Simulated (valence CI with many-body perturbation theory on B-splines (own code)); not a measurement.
## Rh XXXII: electric-dipole lines

Computed by relativistic CI+MBPT: four valence electrons over a frozen Dirac-Fock core [Ne], radial functions for each j: 11 s, 11 p, 10 d, 8 f, 5 g, 2 h, with the one-electron correlation potential Σ1 (screened to all orders), the two-electron term Σ2, the three-electron term Σ3, Breit, model QED; selected single and double excitations, second order for the rest, scaled by the run's own slope (own B-spline code, finite nucleus).

No measured spectrum was set against this ion. As an estimate, large intervals hold to a few tenths of a per cent, small ones and those within an open d or f shell to about a per cent. Among the levels kept, up to 690 cm⁻¹ of a level comes from second order outside the variational space, and about a tenth of that is noise between levels of different J, which matters for small intervals.

Lines 1 to 50 of 544 in falling wavelength, among levels below 429.04 eV, chosen from the strongest by gf and those to the six lowest levels. Wavelengths and rates use the calculated energies. Electric multipoles are in the length gauge, E1 and E2 with the static RPA response of the core. Weak lines are less certain than strong ones. Lines between different terms over intervals too small for the method are left out, as are lines whose strength nearly cancels. The highest levels of a list are the least certain.

Levels are named by their leading jj configuration (3d3/2^4 stands for four electrons in 3d with j = 3/2), which in mixed levels can hold well under half, so a name can repeat and another be missing. Letters in brackets count levels of one name in rising energy.

```csv
λ vac (Å),Upper,Lower,A (s⁻¹),S (a.u.) with core polarisation,S without
328.2,(3s 3p1/2^2 3p3/2) J=2,(3s^2 3p3/2^2) J=2,1.42e+07,1.24e-03,1.27e-03
290.9,(3s 3p1/2^2 3p3/2) J=1,(3s^2 3p3/2^2) J=0,1.77e+07,6.44e-04,6.61e-04
230.1,(3s 3p1/2^2 3p3/2) J=1,(3s^2 3p3/2^2) J=2,2.14e+08,3.85e-03,3.94e-03
196.5,(3s 3p1/2 3d3/2 3d5/2) J=5 [a],(3s 3p3/2^2 3d5/2) J=4 [b],2.22e+09,9.15e-02,9.37e-02
189.7,(3s 3p1/2 3p3/2^2) J=2 [a],(3s^2 3p3/2^2) J=2,2.17e+08,3.66e-03,3.75e-03
188.9,(3s 3p1/2 3d3/2 3d5/2) J=5 [b],(3s^2 3d3/2 3d5/2) J=4,2.32e+09,8.47e-02,8.67e-02
178.6,(3s 3p1/2 3d5/2^2) J=5,(3s 3p3/2^2 3d5/2) J=4 [b],2.04e+09,6.32e-02,6.47e-02
176.2,(3s 3p1/2^2 3p3/2) J=2,(3s^2 3p1/2 3p3/2) J=2,1.32e+09,1.78e-02,1.82e-02
173.1,(3s 3p1/2 3p3/2 3d5/2) J=5,(3s^2 3p3/2 3d5/2) J=4,2.72e+09,7.67e-02,7.85e-02
169.1,(3s 3p1/2 3p3/2^2) J=3,(3s^2 3p3/2^2) J=2,2.34e+09,3.91e-02,4.01e-02
168.1,(3p1/2^2 3p3/2 3d5/2) J=3,(3s 3p1/2 3p3/2 3d5/2) J=3 [e],3.10e+09,5.09e-02,5.22e-02
164.7,(3s 3p1/2^2 3p3/2) J=2,(3s^2 3p1/2 3p3/2) J=1,2.07e+09,2.28e-02,2.34e-02
164.0,(3p1/2 3p3/2^2 3d5/2) J=4 [b],(3s 3p3/2^2 3d5/2) J=3 [a],2.42e+09,4.74e-02,4.85e-02
163.5,(3s 3p1/2 3p3/2^2) J=1 [a],(3s^2 3p3/2^2) J=0,1.07e+09,6.91e-03,7.07e-03
163.0,(3s^2 3p1/2 3d3/2) J=2,(3s^2 3p3/2^2) J=2,4.25e+08,4.54e-03,4.65e-03
154.7,(3p1/2^2 3p3/2 3d5/2) J=4,(3s 3p1/2 3p3/2 3d5/2) J=3 [c],3.66e+09,6.02e-02,6.16e-02
147.9,(3p1/2^2 3p3/2 3d3/2) J=2,(3s 3p1/2 3p3/2 3d3/2) J=2 [c],5.43e+09,4.33e-02,4.44e-02
146.7,(3p1/2 3p3/2^2 3d5/2) J=4 [b],(3s 3p3/2^2 3d3/2) J=4,3.69e+09,5.18e-02,5.30e-02
144.3,(3s 3p1/2 3d3/2 3d5/2) J=5 [a],(3s 3p3/2^2 3d5/2) J=5,3.19e+09,5.21e-02,5.34e-02
143.7,(3p1/2 3p3/2^2 3d5/2) J=4 [a],(3s 3p3/2^2 3d5/2) J=5,5.89e+09,7.77e-02,7.96e-02
143.6,(3s 3p1/2 3p3/2^2) J=1 [b],(3s^2 3p3/2^2) J=0,1.35e+09,5.94e-03,6.09e-03
143.4,(3s 3p1/2^2 3p3/2) J=1,(3s^2 3p1/2 3p3/2) J=2,4.68e+09,2.04e-02,2.09e-02
142.4,(3s 3p1/2 3p3/2^2) J=1 [a],(3s^2 3p3/2^2) J=2,8.36e+08,3.57e-03,3.66e-03
137.9,(3p1/2 3p3/2^2 3d5/2) J=3 [a],(3s 3p3/2^2 3d5/2) J=4 [a],8.89e+09,8.06e-02,8.25e-02
137.8,(3p1/2^2 3p3/2 3d5/2) J=2,(3s 3p1/2 3p3/2 3d5/2) J=2 [b],7.52e+09,4.86e-02,4.98e-02
136.6,(3p1/2^2 3p3/2^2) J=2,(3s 3p1/2 3p3/2^2) J=3,1.10e+10,6.95e-02,7.12e-02
136.2,(3p1/2^2 3p3/2 3d5/2) J=3,(3s 3p1/2 3p3/2 3d5/2) J=4 [c],5.23e+09,4.56e-02,4.67e-02
135.9,(3s 3p1/2 3p3/2^2) J=2 [b],(3s^2 3p3/2^2) J=2,1.71e+09,1.06e-02,1.08e-02
135.7,(3s 3p1/2^2 3p3/2) J=1,(3s^2 3p1/2 3p3/2) J=1,7.31e+08,2.70e-03,2.77e-03
135.3,(3p1/2^2 3p3/2 3d3/2) J=3,(3s 3p1/2 3p3/2 3d5/2) J=3 [a],5.13e+09,4.39e-02,4.49e-02
134.7,(3s^2 3p1/2 3d3/2) J=1,(3s^2 3p3/2^2) J=0,1.31e+09,4.74e-03,4.85e-03
134.4,(3s 3p1/2 3d5/2^2) J=5,(3s 3p3/2^2 3d5/2) J=5,6.13e+09,8.08e-02,8.27e-02
132.6,(3s 3p1/2 3p3/2 3d5/2) J=2 [b],(3s 3p3/2^3) J=2,7.72e+09,4.45e-02,4.55e-02
132.2,(3p1/2 3p3/2^2 3d3/2) J=3,(3s 3p3/2^2 3d3/2) J=4,6.71e+09,5.36e-02,5.48e-02
131.3,(3p1/2^2 3p3/2 3d5/2) J=2,(3s 3p1/2 3p3/2 3d5/2) J=3 [b],1.69e+10,9.45e-02,9.67e-02
129.2,(3s^2 3p1/2 3d5/2) J=3,(3s^2 3p3/2^2) J=2,6.25e+08,4.66e-03,4.78e-03
128.7,(3p1/2 3p3/2^2 3d3/2) J=2 [c],(3s 3p3/2^2 3d3/2) J=3,7.86e+09,4.14e-02,4.24e-02
127.0,(3s 3p1/2 3p3/2^2) J=1 [b],(3s^2 3p3/2^2) J=2,1.04e+09,3.15e-03,3.22e-03
126.6,(3s 3p1/2 3p3/2^2) J=2 [a],(3s^2 3p1/2 3p3/2) J=2,2.22e+08,1.11e-03,1.14e-03
126.2,(3p1/2^2 3p3/2 3d3/2) J=3,(3s 3p1/2 3p3/2 3d5/2) J=4 [b],1.92e+10,1.33e-01,1.37e-01
124.7,(3p1/2 3p3/2^2 3d5/2) J=4 [b],(3s 3p3/2^2 3d5/2) J=4 [a],1.23e+10,1.06e-01,1.09e-01
124.6,(3p1/2^2 3p3/2 3d3/2) J=2,(3s 3p1/2 3p3/2 3d3/2) J=3 [a],1.66e+10,7.91e-02,8.10e-02
124.4,(3p1/2^2 3p3/2 3d5/2) J=4,(3s 3p1/2 3p3/2 3d5/2) J=3 [a],6.30e+09,5.39e-02,5.52e-02
123.6,(3p1/2^2 3p3/2 3d5/2) J=4,(3s 3p1/2 3p3/2 3d5/2) J=5,2.83e+10,2.37e-01,2.43e-01
121.7,(3p1/2^2 3p3/2 3d3/2) J=3,(3s 3p1/2 3p3/2 3d5/2) J=4 [a],9.20e+09,5.73e-02,5.86e-02
121.1,(3s^2 3p1/2 3d5/2) J=2,(3s^2 3p3/2^2) J=2,5.50e+08,2.41e-03,2.46e-03
120.8,(3s 3p3/2 3d5/2^2) J=4,(3s 3p3/2^2 3d5/2) J=3 [c],5.67e+09,4.43e-02,4.53e-02
120.7,(3p1/2 3p3/2^2 3d3/2) J=4,(3s 3p1/2 3p3/2 3d5/2) J=4 [c],7.03e+09,5.49e-02,5.61e-02
120.5,(3s 3p1/2 3p3/2^2) J=2 [a],(3s^2 3p1/2 3p3/2) J=1,5.17e+09,2.24e-02,2.29e-02
120.1,(3p1/2^2 3p3/2 3d5/2) J=2,(3s 3p1/2 3p3/2 3d5/2) J=1 [a],1.17e+10,4.99e-02,5.10e-02
```
